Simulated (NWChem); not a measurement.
System meant: Si₂BiH₆Cl; SMILES [Bi]([Cl])([SiH3])[SiH3]

Input file for NWChem:

```
start job
memory heap 200 mb stack 900 mb global 1100 mb
geometry units angstroms noautoz
  Bi     0.013924    -0.659207     0.000000
  Cl    -2.159640     0.587654     0.000000
  Si     0.939129     0.999435    -1.888277
  H      0.724210     2.418984    -1.481898
  H      2.400823     0.753813    -2.104369
  H      0.208034     0.716396    -3.159587
  Si     0.939129     0.999435     1.888277
  H      2.400823     0.753813     2.104369
  H      0.724210     2.418984     1.481898
  H      0.208034     0.716396     3.159587
end
basis spherical
  * library def2-svp
end
ecp
  Bi library def2-ecp
end
dft
  xc b3lyp
  iterations 4
  mulliken
end
task dft energy
```

End of the output:

```
    Atom       Charge   Shell Charges
 -----------   ------   -------------------------------------------------------
    1 Bi  23    22.79   1.48  0.48  1.07  0.74  4.08  1.69  1.65  1.40  9.31  0.91
    2 Cl  17    17.22   2.00  1.96  1.07  0.85  5.82  2.26  3.24  0.01
    3 Si  14    13.74   2.00  1.94  0.72  0.38  5.82  1.31  1.39  0.19
    4 H    1     1.08   0.64  0.42  0.03
    5 H    1     1.09   0.64  0.43  0.03
    6 H    1     1.08   0.64  0.42  0.03
    7 Si  14    13.74   2.00  1.94  0.72  0.38  5.82  1.31  1.39  0.19
    8 H    1     1.09   0.64  0.43  0.03
    9 H    1     1.08   0.64  0.42  0.03
   10 H    1     1.08   0.64  0.42  0.03

 center of mass
 --------------
 x =  -0.08110610 y =  -0.19245376 z =  -0.00000000

 moments of inertia (a.u.)
 ------------------
        1408.276447475228          -0.000000000000          -0.000000000000
          -0.000000000000        1641.588754039615          -0.000000000000
          -0.000000000000          -0.000000000000        1385.869277394334

     Multipole analysis of the density
     ---------------------------------

     L   x y z        total         alpha         beta         nuclear
     -   - - -        -----         -----         ----         -------
     0   0 0 0     -0.000000    -37.000000    -37.000000     74.000000

     1   1 0 0      0.834837     -3.661093     -3.661093      8.157023
     1   0 1 0     -0.858167    -33.814155    -33.814155     66.770143
     1   0 0 1      0.000000      0.000000      0.000000      0.000000

     2   2 0 0    -57.353585   -241.426574   -241.426574    425.499564
     2   1 1 0      1.133468     -3.238988     -3.238988      7.611444
     2   1 0 1     -0.000000     -0.000000     -0.000000      0.000000
     2   0 2 0    -53.955607   -133.246799   -133.246799    212.537991
     2   0 1 1     -0.000000     -0.000000     -0.000000      0.000000
     2   0 0 2    -54.135118   -264.634901   -264.634901    475.134685

 ------------------------------------------------------------------------
 dft energy failed                                                                                  0
 ------------------------------------------------------------------------
 ------------------------------------------------------------------------
  current input line :
    26: task dft energy
 ------------------------------------------------------------------------
 ------------------------------------------------------------------------
 This type of error is most commonly associated with calculations not reaching convergence criteria
 ------------------------------------------------------------------------
 For more information see the NWChem manual at https://nwchemgit.github.io

0:dft energy failed:Received an Error in Communication
```

Task: What is wrong, and how is it mended?

Result: Convergence was not reached. Cause: the SCF was allowed too few iterations. This input runs:
```
start job
memory heap 200 mb stack 900 mb global 1100 mb
geometry units angstroms noautoz
  Bi     0.013924    -0.659207     0.000000
  Cl    -2.159640     0.587654     0.000000
  Si     0.939129     0.999435    -1.888277
  H      0.724210     2.418984    -1.481898
  H      2.400823     0.753813    -2.104369
  H      0.208034     0.716396    -3.159587
  Si     0.939129     0.999435     1.888277
  H      2.400823     0.753813     2.104369
  H      0.724210     2.418984     1.481898
  H      0.208034     0.716396     3.159587
end
basis spherical
  * library def2-svp
end
ecp
  Bi library def2-ecp
end
dft
  xc b3lyp
  iterations 150
  mulliken
end
task dft energy
```
It converges to -1257.26351 Ha (B3LYP/def2-SVP with def2 effective core potentials on Bi).
